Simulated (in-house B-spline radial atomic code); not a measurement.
Configurations of Hf V (Hf4+), with energies counted from [Xe] 4f14. Method: Dirac-Hartree-Fock, average of configuration, Fermi nucleus of rms radius 5.347 fm. Calculated with an all-electron radial atomic-structure program (B-spline basis). Energies include first-order Breit, QED and recoil terms.

Occupations are held fixed; configurations that lie above the ionisation limit could autoionise.

```
             configuration  E - E(ref) (eV)  highest orbital  its <r> (bohr)
             [Xe] 4f13 6s1           24.729            6s1/2           2.594
[Kr] 4d10 4f14 5s2 5p5 6s1           42.235            6s1/2            2.62
             [Xe] 4f13 8s1           51.588            8s1/2           7.383
             [Xe] 4f13 9s1           55.906            9s1/2           10.66
[Kr] 4d10 4f14 5s2 5p5 6d1           59.988            6d5/2           4.063
             [Xe] 4f13 9g1           61.304            9g7/2            22.2
[Kr] 4d10 4f14 5s2 5p5 7d1           68.482            7d5/2           6.758
[Kr] 4d10 4f14 5s2 5p5 5g1           68.958            5g7/2            5.47
 [Kr] 4d9 4f14 5s2 5p6 6p1           237.27            6p3/2           3.081
 [Kr] 4d9 4f14 5s2 5p6 7p1           251.45            7p3/2           5.387
 [Kr] 4d9 4f14 5s2 5p6 8s1           256.33            8s1/2           7.379
 [Kr] 4d9 4f14 5s2 5p6 8p1           258.01            8p3/2           8.283
```

Q: Order these further configurations by energy, lowest first.
A. [Kr] 4d10 4f14 5s2 5p5 9s1
B. [Kr] 4d9 4f14 5s2 5p6 5g1
C. [Xe] 4f13 5g1
D. [Kr] 4d10 4f14 5s2 5p5 5d1
E. [Kr] 4d10 4f14 5s2 5p5 5f1

A: D (37.358 eV), C (51.882 eV), E (61.172 eV), A (73.024 eV), B (256.63 eV).

Q: How far above the reference does [Xe] 4f13 7s1 lie?

A: 43.461 eV; its least bound orbital is 7s1/2 with <r> = 4.701 bohr.

Q: How far above the reference does [Kr] 4d9 4f14 5s2 5p6 6f1 lie?

A: 256.48 eV; its least bound orbital is 6f7/2 with <r> = 6.183 bohr.

Q: How far above the reference does [Kr] 4d9 4f14 5s2 5p6 8f1 lie?

A: 263.26 eV; its least bound orbital is 8f7/2 with <r> = 13.35 bohr.

Q: One of these lies 60.18 eV from the reference. Which?
A. [Kr] 4d9 4f14 5s2 5p6 6s1
B. [Kr] 4d9 4f14 5s2 5p6 7s1
C. [Kr] 4d10 4f14 5s2 5p5 9g1
D. [Xe] 4f13 8g1

A: D.
